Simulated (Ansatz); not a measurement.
# Molecular dynamics of Cl3H3HfOSi

input.yaml

```yaml
crystal:
  periodic: [false, false, false]
  atoms:
    - { symbol: Hf, position_ang: [-0.204357, -0.105963, 0.077939] }
    - { symbol: Cl, position_ang: [-0.101586, 0.173783, 2.414656] }
    - { symbol: O, position_ang: [1.475748, -0.813906, -0.518841] }
    - { symbol: Si, position_ang: [2.957127, -1.438101, -1.056051] }
    - { symbol: H, position_ang: [2.684484, -2.575322, -1.997286] }
    - { symbol: H, position_ang: [3.710392, -0.346793, -1.759551] }
    - { symbol: H, position_ang: [3.731564, -1.925114, 0.133922] }
    - { symbol: Cl, position_ang: [-0.552786, 1.964192, -0.990654] }
    - { symbol: Cl, position_ang: [-1.899987, -1.635076, -0.502534] }
basis:
  gaussian: { orbitals: def2-SVP }
hamiltonian:
  xc: pbe
md:
  timestep: 0.5
  n_steps: 250
  ensemble: nve
  temperature: 400.0
  initial_velocities: maxwell_boltzmann
  seed: 35790
```

Launched with:

```bash
$ ansatz run input.yaml --threads 4 --pin off --max-ram 5120MiB --backend cpu --events-out ev --progress --plain --runs-dir out
```

It starts from a relaxed structure.

Output, in part (one step line in 9, the closing report, with atoms numbered from 0):

```
md step     0: t =     0.00 fs  T =   400.0 K  F+E_penalty+E_count = -48820.64393938 eV  E_kin = 0.361928 eV  conserved = -48820.28201138 eV  (28 SCF iters)
md step     9: t =     4.50 fs  T =   329.5 K  F+E_penalty+E_count = -48820.57999840 eV  E_kin = 0.298140 eV  conserved = -48820.28185861 eV  (31 SCF iters)
md step    18: t =     9.00 fs  T =   240.0 K  F+E_penalty+E_count = -48820.49898194 eV  E_kin = 0.217182 eV  conserved = -48820.28179997 eV  (31 SCF iters)
md step    27: t =    13.50 fs  T =   238.2 K  F+E_penalty+E_count = -48820.49739604 eV  E_kin = 0.215559 eV  conserved = -48820.28183731 eV  (32 SCF iters)
md step    36: t =    18.00 fs  T =   281.9 K  F+E_penalty+E_count = -48820.53692298 eV  E_kin = 0.255034 eV  conserved = -48820.28188934 eV  (32 SCF iters)
md step    45: t =    22.50 fs  T =   272.7 K  F+E_penalty+E_count = -48820.52864417 eV  E_kin = 0.246717 eV  conserved = -48820.28192710 eV  (33 SCF iters)
md step    54: t =    27.00 fs  T =   217.4 K  F+E_penalty+E_count = -48820.47854992 eV  E_kin = 0.196746 eV  conserved = -48820.28180391 eV  (32 SCF iters)
md step    63: t =    31.50 fs  T =   213.2 K  F+E_penalty+E_count = -48820.47477962 eV  E_kin = 0.192920 eV  conserved = -48820.28185971 eV  (32 SCF iters)
md step    72: t =    36.00 fs  T =   231.3 K  F+E_penalty+E_count = -48820.49114183 eV  E_kin = 0.209245 eV  conserved = -48820.28189645 eV  (31 SCF iters)
md step    81: t =    40.50 fs  T =   228.6 K  F+E_penalty+E_count = -48820.48872006 eV  E_kin = 0.206871 eV  conserved = -48820.28184903 eV  (31 SCF iters)
md step    90: t =    45.00 fs  T =   231.0 K  F+E_penalty+E_count = -48820.49086366 eV  E_kin = 0.208970 eV  conserved = -48820.28189345 eV  (30 SCF iters)
md step    99: t =    49.50 fs  T =   233.0 K  F+E_penalty+E_count = -48820.49270822 eV  E_kin = 0.210863 eV  conserved = -48820.28184529 eV  (31 SCF iters)
md step   108: t =    54.00 fs  T =   226.7 K  F+E_penalty+E_count = -48820.48709127 eV  E_kin = 0.205151 eV  conserved = -48820.28193982 eV  (32 SCF iters)
md step   117: t =    58.50 fs  T =   155.7 K  F+E_penalty+E_count = -48820.42276378 eV  E_kin = 0.140900 eV  conserved = -48820.28186387 eV  (32 SCF iters)
md step   126: t =    63.00 fs  T =    98.7 K  F+E_penalty+E_count = -48820.37110300 eV  E_kin = 0.089343 eV  conserved = -48820.28175963 eV  (31 SCF iters)
md step   135: t =    67.50 fs  T =   156.9 K  F+E_penalty+E_count = -48820.42385180 eV  E_kin = 0.141965 eV  conserved = -48820.28188647 eV  (31 SCF iters)
md step   144: t =    72.00 fs  T =   223.6 K  F+E_penalty+E_count = -48820.48427153 eV  E_kin = 0.202352 eV  conserved = -48820.28191950 eV  (31 SCF iters)
md step   153: t =    76.50 fs  T =   200.8 K  F+E_penalty+E_count = -48820.46357503 eV  E_kin = 0.181650 eV  conserved = -48820.28192533 eV  (32 SCF iters)
md step   162: t =    81.00 fs  T =   131.4 K  F+E_penalty+E_count = -48820.40064682 eV  E_kin = 0.118856 eV  conserved = -48820.28179088 eV  (31 SCF iters)
md step   171: t =    85.50 fs  T =   145.9 K  F+E_penalty+E_count = -48820.41378379 eV  E_kin = 0.131970 eV  conserved = -48820.28181395 eV  (32 SCF iters)
md step   180: t =    90.00 fs  T =   217.1 K  F+E_penalty+E_count = -48820.47842394 eV  E_kin = 0.196478 eV  conserved = -48820.28194640 eV  (32 SCF iters)
md step   189: t =    94.50 fs  T =   219.9 K  F+E_penalty+E_count = -48820.48083876 eV  E_kin = 0.198949 eV  conserved = -48820.28188963 eV  (32 SCF iters)
md step   198: t =    99.00 fs  T =   159.6 K  F+E_penalty+E_count = -48820.42626959 eV  E_kin = 0.144387 eV  conserved = -48820.28188287 eV  (32 SCF iters)
md step   207: t =   103.50 fs  T =   107.1 K  F+E_penalty+E_count = -48820.37872630 eV  E_kin = 0.096925 eV  conserved = -48820.28180099 eV  (32 SCF iters)
md step   216: t =   108.00 fs  T =   118.7 K  F+E_penalty+E_count = -48820.38931162 eV  E_kin = 0.107436 eV  conserved = -48820.28187529 eV  (31 SCF iters)
md step   225: t =   112.50 fs  T =   133.6 K  F+E_penalty+E_count = -48820.40274104 eV  E_kin = 0.120851 eV  conserved = -48820.28188966 eV  (32 SCF iters)
md step   234: t =   117.00 fs  T =   141.1 K  F+E_penalty+E_count = -48820.40952082 eV  E_kin = 0.127707 eV  conserved = -48820.28181388 eV  (32 SCF iters)
md step   243: t =   121.50 fs  T =   186.7 K  F+E_penalty+E_count = -48820.45082596 eV  E_kin = 0.168923 eV  conserved = -48820.28190321 eV  (32 SCF iters)
md step   250: t =   125.00 fs  T =   212.2 K  F+E_penalty+E_count = -48820.47383428 eV  E_kin = 0.191968 eV  conserved = -48820.28186606 eV  (30 SCF iters)
Total energy: -48820.47390879 eV, -1794.1193244424 hartree
Atom 0 at    -0.245464    -0.112781     0.087354 Å, force     0.111802     0.346928     0.004386 eV/Å
Atom 1 at     0.143756    -0.032822     2.450015 Å, force    -0.097287     0.141141    -0.396828 eV/Å
Atom 2 at     1.296145    -0.920675    -0.672197 Å, force     1.012661    -0.333571     0.206826 eV/Å
Atom 3 at     3.003422    -1.154054    -0.863903 Å, force    -0.878418     0.713421    -0.090532 eV/Å
Atom 4 at     3.142233    -1.920246    -2.129968 Å, force     0.193944    -0.036253    -0.198304 eV/Å
Atom 5 at     3.590238     0.248901    -0.897380 Å, force     0.001434    -0.370142    -0.122029 eV/Å
Atom 6 at     3.598192    -1.901493     0.274310 Å, force    -0.030478    -0.164839     0.235978 eV/Å
Atom 7 at    -0.410201     1.857970    -1.239956 Å, force    -0.048339    -0.091391     0.376722 eV/Å
Atom 8 at    -2.042370    -1.501006    -0.443745 Å, force    -0.265319    -0.205294    -0.016218 eV/Å
Dipole moment:     0.467108    -0.135482    -0.066510 e Å
```

The run went to its last step. The conserved energy stayed within 0.03 meV per atom of its start (net change 0.016 meV per atom), so the integration is sound. A run of 0.12 ps of so small a system gives no equilibrium averages.

No bond is clearly made or broken; grazing contacts change: Hf1–Si4 3.61 → 3.54 Å. Pairs count as bonded within 1.25 times the sum of covalent radii (0.12 Å more for H–H).

Last frame:

```xyz
9
Properties=species:S:1:pos:R:3
Hf -0.245 -0.113 0.087
Cl 0.144 -0.033 2.450
O 1.296 -0.921 -0.672
Si 3.003 -1.154 -0.864
H 3.142 -1.920 -2.130
H 3.590 0.249 -0.897
H 3.598 -1.901 0.274
Cl -0.410 1.858 -1.240
Cl -2.042 -1.501 -0.444
```

Run time: 9.1 min on 4 threads of Arm Neoverse V1, with other jobs on the host, peak memory 0.23 GiB.
